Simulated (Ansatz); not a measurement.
Problem. Predict a relaxed structure of Be₂O₃, charge 0, singlet, at PBE-D4/def2-TZVP (Ansatz).

Solution. 
```tsv
atom	x (Å)	y (Å)	z (Å)
Be1	-0.3198	-0.4721	-0.8831
Be2	0.0575	-0.2187	1.0266
O3	-0.5063	-1.3358	0.2773
O4	0.2369	0.9144	-0.9560
O5	0.5316	1.1123	0.5353
```
Point group C2v (tolerance 0.1 Å). This is one stationary point.

The structure holds 1 bond(s) between oxygen atoms. The structure comes from a short search, and lower isomers may exist.
